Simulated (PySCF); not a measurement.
Bonds (- single, = double, # triple, : aromatic): C1=C2, C2-C3, C2-C4, C4-C5, C5-Si6, Si6-C7, C7-C4. C1 carries H8, H9; C3 carries H10, H11, H12; C4 carries H13; C5 carries H14, H15; Si6 carries H16, H17; C7 carries H18, H19. H14, H17, H19 are cis to C2 on the ring; H9 is cis to C3; H15, H16, H18 are trans to C2 on the ring; H8 is trans to C3.

PySCF 2.14 calculation with PBE0-D3(BJ)/def2-SVP geometry and shielding tensors at PBE0/pcSseg-1 (GIAO); averaged over atoms made equivalent by symmetry, fast rotation or ring inversion, isolated molecule, one computed conformer, relativity neglected.

Scale: $^{13}$C (σref 184.41) vs TMS (reference shieldings calculated alike).

Question: Do the $^{13}$C shifts follow the atomic charges (in e)? Tabulate both.

Answer: 
```csv
atoms,hybridisation,δ (ppm),σ para (ppm),Hirshfeld,IAO,Mulliken,ESP-fitted
C2,sp2,159.9,-235,+0.01,+0.03,-0.34,+0.12
C1,sp2,114.9,-184,-0.12,-0.34,-0.09,-0.57
C4,sp3,43.2,-112,-0.02,-0.10,-0.28,+0.31
C3,sp3,22.9,-84,-0.12,-0.41,-0.17,-0.44
C5/C7,sp3,15.8,-85,-0.16,-0.54,-0.44,-0.55
```

Correlation coefficients of δ with charge over these carbons: Hirshfeld +0.59, IAO +0.69, Mulliken +0.18, ESP-fitted +0.28; with the paramagnetic shielding -1.00. With so few points, grouped by hybridisation, these coefficients are fragile. Charge is one influence among several: hybridisation and low-lying excitations act through the paramagnetic term.

Shifts are as computed. Against solution values, carbons near 30 ppm lie about +2 ppm off and those near 130 ppm about +5 ppm. Of 1313 compounds with measured shifts, 239 miss one by over three times the rms of a fit or turn the order of signals round; such compounds aren't used in these exercises.
